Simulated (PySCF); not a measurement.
These 2 structures share the formula C3F6. Method: PySCF, PBE0-D3(BJ)/def2-SVP geometry optimisation, gas phase. One conformer each; no zero-point energy, no entropy. No frequencies were run at this level. Point groups hold within 0.08 Å.

Question: Order them by energy at this level, lowest first, and give relative energies in kcal/mol.
A. hexafluoropropylene, `FC(F)=C(F)C(F)(F)F`
B. hexafluorocyclopropane, `FC1(F)C(F)(F)C1(F)F`

Answer: A (0.0), B (25.8).

As drawn, the lower has a C=C bond outside aromatic rings, which the higher lacks; the higher has a three-membered ring, which the lower lacks.

| SMILES | E (Eh) | E rel (kcal/mol) | dipole (D) | point group | A, B, C (MHz) |
| --- | --- | --- | --- | --- | --- |
| FC(F)=C(F)C(F)(F)F | -712.10056 | 0.0 | 1.06 | near Cs | 2572, 1260, 990.6 |
| FC1(F)C(F)(F)C1(F)F | -712.05946 | 25.8 | 0.00 | D3h | 1688, 1686, 1568 |

Q: How do the relative energies change in single points at PBE0/pcSseg-1 (no added dispersion term) on the same geometries?

A: 
```json
{"SMILES": "FC(F)=C(F)C(F)(F)F", "PBE0-D3(BJ)/def2-SVP (kcal/mol)": "0.0", "PBE0/pcSseg-1 (kcal/mol)": "0.0", "shift": "0.0"}
{"SMILES": "FC1(F)C(F)(F)C1(F)F", "PBE0-D3(BJ)/def2-SVP (kcal/mol)": "25.8", "PBE0/pcSseg-1 (kcal/mol)": "25.7", "shift": "-0.1"}
```

Each column counts from its own lowest isomer. The order is unchanged; the largest shift is 0.1 kcal/mol.
